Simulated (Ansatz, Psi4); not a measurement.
## Exact exchange and the HOMO–LUMO gap of SrO

SrO: 2 atoms, total charge 0, spin state singlet. As SMILES, `[O][Sr]`. The coordinates come from a PBE0-D4/def2-TZVP relaxation.

The HOMO–LUMO gap y, in eV, basis def2-TZVPP with a core potential; a is the functional's share of exact exchange. Programs: Ansatz 0.2.0, Psi4 1.11.

| functional | program | a | y (eV) |
| --- | --- | --- | --- |
| revPBE | Psi4 | 0 | 1.29 |
| BLYP | Psi4 | 0 | 1.23 |
| B3LYP | Ansatz | 0.2 | ? |
| PBE0 | Ansatz | 0.25 | 2.85 |
| r2SCAN0 | Ansatz | 0.25 | 3.24 |
| BHLYP | Ansatz | 0.5 | 4.26 |

Fit y = c + s·a to the known rows and predict B3LYP.


1. Means of the 5 rows: a = 0.2000, y = 2.574.
2. Σ(Δa)² = 0.175, Σ(Δa·Δy) = 1.0785, so the slope is 1.0785/0.175 = 6.1629.
3. Intercept: 2.574 − (6.1629) × 0.2000 = 1.341. The largest residual of the fit is 0.36.
4. B3LYP: 1.341 + (6.1629) × 0.2 = 2.57 eV.

The run gave 2.44 eV, so the prediction is off by +0.13 eV, within the largest residual. Exact exchange lowers occupied levels and raises empty ones. The rows mix families of semi-local functionals, which the line can't see.
